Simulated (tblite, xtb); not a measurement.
C$_{4}$H$_{9}$O (SMILES [CH2]COCC), doublet, geometry from GFN2-xTB. Base run: GFN1-xTB run with xtb.

Geometry (Å):
```xyz
14

C      1.1080     1.1818    -0.7631
C      1.3303    -0.0718    -0.0202
O      0.2765    -1.0158    -0.1160
C     -0.8541    -0.7055     0.6652
C     -1.6753     0.4649     0.1346
H      0.6754     1.1430    -1.7434
H      1.5202     2.1048    -0.4064
H      1.5486     0.1402     1.0394
H      2.1974    -0.6175    -0.4337
H     -0.5424    -0.4968     1.7015
H     -1.4547    -1.6195     0.6606
H     -1.0466     1.3551     0.0759
H     -2.5148     0.6596     0.7966
H     -2.0488     0.2411    -0.8613
```
Charge 0, spin multiplicity 2.
All else is at xtb's defaults.
Base energy -17.92737 Eh.

Programs used: tblite, xtb; a row that names a program was run with it.

Variants of this job, named by their change:

| change | ΔE vs base (mEh) | dipole (D) | G_solv (kcal/mol) | SCF cycles |
|---|---|---|---|---|
| base | 0.000 | 1.82 | - | 9 |
| etemp = 10000 | -21.074 | 1.80 | - | 9 |
| program = tblite; method = gfn1; option = --spin-polarized | -10.895 | - | - | - |
| program = tblite; method = gfn1 | 0.000 | - | - | - |
| program = tblite; method = gfn1; option = (--efield, 0,0,0.1) | -0.975 | - | - | - |
| gbsa = chcl3 | -8.628 | 2.01 | -5.66 | 9 |
| alpb = cs2 | -4.245 | 1.86 | -2.67 | 9 |
| acc = 30 | 0.000 | 1.82 | - | 7 |

ALPB and GBSA are two models with their own fitted parameters for each solvent, which aren't always the measured dielectric constant.
